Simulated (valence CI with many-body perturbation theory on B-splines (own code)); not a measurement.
**Hyperfine factors and g values of Cd XVI**

Computed by valence CI with perturbative core correlation (CI+MBPT): five valence electrons over a frozen Dirac-Fock core [Ar] 3d10, a basis of 11 s, 11 p, 10 d, 8 f, 5 g, 2 h functions for each j, with the one-electron correlation potential Σ1 (screened to all orders), the two-electron term Σ2, the three-electron term Σ3, Breit, model QED; selected single and double excitations, second order for the rest, scaled by the run's own slope (own B-spline code, finite nucleus).

No measured levels were compared; by estimate levels hold to about 250 cm⁻¹ or 0.2 % of their energy and the worst to 1 %, as in measured heavy ions of charge 2 to 7; those with d or f electrons hold less well. Among the levels kept, up to 2200 cm⁻¹ of a level comes from second order outside the variational space, and about a tenth of that is noise between levels of different J, which matters for small intervals.

A/g_I is the dipole constant over the nuclear g factor μ/I (μ in nuclear magnetons, uniformly magnetised nucleus), B/Q the quadrupole constant per barn. Both hold the static response of the core; the bare values leave it out. Large factors of s and p1/2 electrons are usually good to 5 to 10 %; those of open d and f shells near neutrality can be off by tens of per cent, and small factors of p3/2, d and f electrons come from cancelling terms and can be off by a factor of two or in sign, in half-filled shells by more. B is blank for J = 1/2, where it vanishes, and for nearly pure S terms. Energies count from the lowest level.

Names give the largest LS component (configuration and term), which can be under half, so a name can repeat, a term be missing and a line seem to break the LS rules; names also repeat where a configuration has a term twice. Letters in brackets count levels of one name in rising energy.

```
                Level  E (eV)      g  A/g_I (MHz)  A/g_I bare  B/Q (MHz/b)  B/Q bare
      4s2 4p3 4S°_3/2   0.000  1.649         5300        4770         7420      6950
      4s2 4p3 2D°_3/2   6.343  1.232         2400        2230         9260      8690
      4s2 4p3 2D°_5/2   8.536  1.199        15900       15000        -49.5     -40.6
      4s2 4p3 2P°_1/2  11.836  0.664        47500       45100                       
      4s2 4p3 2P°_3/2  17.719  1.251         8440        7920       -16800    -15700
        4s 4p4 4P_5/2  43.429  1.560        37400       35400        10600      9920
        4s 4p4 4P_3/2  47.882  1.608        17100       16100       -11500    -10800
        4s 4p4 4P_1/2  48.578  2.534       103000       97700                       
        4s 4p4 2D_3/2  53.756  1.003        -33.6       -7.75       -15600    -14600
        4s 4p4 2D_5/2  55.743  1.239        43100       40800       -25200    -23600
        4s 4p4 2S_1/2  60.445  1.523        43700       41400                       
        4s 4p4 2P_3/2  61.524  1.237         2690        2510         6100      5730
    4s2 4p2 4d 4F_3/2  65.075  0.601         3790        3770         2530      2330
    4s2 4p2 4d 4F_5/2  67.126  1.142         1360        1360         5990      5560
        4s 4p4 2P_1/2  68.403  1.134        91100       86300                       
4s2 4p2 4d 2F_5/2 [a]  70.092  0.946        12200       11600        -5260     -4950
    4s2 4p2 4d 4F_7/2  70.993  1.238         3260        3080         5850      5420
    4s2 4p2 4d 4D_1/2  71.475  0.192        27800       26600                       
    4s2 4p2 4d 4D_3/2  71.552  1.061         8570        8150        -7740     -7240
4s2 4p2 4d 2F_7/2 [a]  71.775  1.233         6160        5840         9730      9100
    4s2 4p2 4d 4F_9/2  73.295  1.268         7620        7200         -236      -294
    4s2 4p2 4d 4D_5/2  74.123  1.192         7560        7200        -6970     -6550
4s2 4p2 4d 2P_3/2 [a]  75.848  1.246        -4490       -4240         23.8    -0.431
    4s2 4p2 4d 2G_7/2  77.642  1.067         8550        8120        14200     13300
    4s2 4p2 4d 4P_5/2  78.943  1.485         2720        2550         -121      -108
    4s2 4p2 4d 4P_3/2  79.622  1.431         5130        4850        -3520     -3290
    4s2 4p2 4d 4P_1/2  79.776  1.896        25400       24000                       
4s2 4p2 4d 2F_7/2 [b]  80.256  1.167         5010        4760         7580      7070
4s2 4p2 4d 2D_3/2 [a]  81.546  0.965         9100        8670         6570      6140
    4s2 4p2 4d 2G_9/2  81.613  1.175         5380        5120        21000     19600
4s2 4p2 4d 2P_1/2 [a]  82.571  1.191        -4750       -4720                       
4s2 4p2 4d 2D_5/2 [a]  83.693  1.144         3640        3460         7700      7190
4s2 4p2 4d 2P_1/2 [b]  85.603  0.963        -9770       -9170                       
4s2 4p2 4d 2D_3/2 [b]  85.822  1.011         6680        6310        -4790     -4480
4s2 4p2 4d 2F_5/2 [b]  86.843  1.110         6240        5950        -1910     -1810
4s2 4p2 4d 2D_5/2 [b]  88.046  1.197         3210        3110        19500     18300
4s2 4p2 4d 2F_7/2 [c]  89.815  1.132         7300        6910        -2510     -2370
    4s2 4p2 4d 2S_1/2  90.234  1.898        25000       23900                       
4s2 4p2 4d 2P_3/2 [b]  90.424  1.231         3680        3540        -3530     -3300
4s2 4p2 4d 2D_3/2 [c]  93.863  0.865         4350        4240         4980      4650
```

(1) Take the isotope of mass number 111, with I = 1/2, μ = -0.594 μN. What is the hyperfine structure of 4s2 4p3 2D°_3/2?

Answers

(1) From the table A = -2850 MHz. Shifts from the centre of gravity in MHz: F = 1: 3560, F = 2: -2140.
